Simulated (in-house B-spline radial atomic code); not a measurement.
## KLI/ALDAx excitations of Si⁴⁺

Method: KLI/ALDAx. Computed with an all-electron radial atomic-structure program (B-spline basis): linear response of the closed shell [He] 2s2 2p6 with the adiabatic LDA exchange kernel on the exchange-only KLI potential; scalar-relativistic (spin-free one-electron X2C), finite nucleus, no spin-orbit coupling, no double excitations, S, P, D and F terms only. Only terms of natural parity with L up to 3 were computed.

Command:
```bash
python run_td.py task.json out
```
Settings (radii: box in bohr, nucleus in fm):
```
Z                        14
electrons                10
configuration            [He] 2s2 2p6
hamiltonian              x2c
method                   kli
box_radius               19.1
rms_radius               3.1224
intervals                107
```

Time taken, with all properties: 0.7 s on 1 thread of Arm Neoverse N1, with other jobs on the host.

The lowest states, in the order of their Tamm-Dancoff energies; the method's threshold (minus the highest occupied level) is 168.49 eV. Labels give the largest channel, * marks a mixed state, and oscillator strengths are full-response dipole values. Semilocal kernels can invert the small singlet-triplet splittings of Rydberg terms. Energies in eV:

| state | full response | Tamm-Dancoff | oscillator strength |
| --- | --- | --- | --- |
| 2p → 3s 3P | 104.28 | 104.30 | - |
| 2p → 3s 1P | ? | ? | ? |
| 2p → 3p 3S | 112.99 | 113.04 | - |
| 2p → 3p 3D | 114.24 | 114.25 | - |
| 2p → 3p 1D | ? | ? | - |
| 2p → 3p 1S | 120.07 | 120.54 | - |
| 2p → 3d 3P | 126.29 | 126.31 | - |
| 2p → 3d 3F | 126.66 | 126.67 | - |
| 2p → 3d 1F | 127.19 | 127.19 | - |
| 2p → 3d 1P | 128.94 | 129.03 | 1.14 |

**Question.** Where does 2p → 3s 1P lie?

**Answer.** At 105.43 eV in full response, 105.46 eV in Tamm-Dancoff, oscillator strength 0.22.

**Question.** Where does 2p → 3p 1D lie?

**Answer.** At 115.10 eV in full response, 115.10 eV in Tamm-Dancoff.

**Question.** How large is the singlet-triplet splitting of 2p → 3s (P terms) in Tamm-Dancoff?

**Answer.** 1.16 eV, from the unrounded values.

**Question.** What polarisabilities and dispersion coefficient does the method give?

**Answer.** Dipole 0.1632 bohr³, quadrupole 0.1031 bohr⁵, C6 0.1202 hartree·bohr⁶ for two such species.
